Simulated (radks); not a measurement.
The numbers below are computed, except where a source is named.
Question: Code: a radial shooting solver on a logarithmic mesh with Libxc functionals. Model: non-relativistic Kohn-Sham, LDA (Slater exchange, Perdew-Wang correlation), spin-polarised, spherical densities, point nucleus; open shells are filled with parallel spins first (spin-orbit coupling, left out, can overturn this in heavy ions). Response by self-consistent Sternheimer equations with the Hartree and adiabatic LDA kernel. For heavy and open-shell atoms this level of theory can miss by tens of per cent. Rank Cd+, Rb+, O2+, S3+, Mo+, Cl, Mo3+, Se+, K (NIST ground configurations) by static dipole polarisability, largest first.

Answer: K 259.9, Cd+ 24.43, Mo+ 20.87, Cl 15.81, Se+ 14.40, Rb+ 9.514, Mo3+ 5.680, S3+ 5.276, O2+ 1.736 bohr^3.
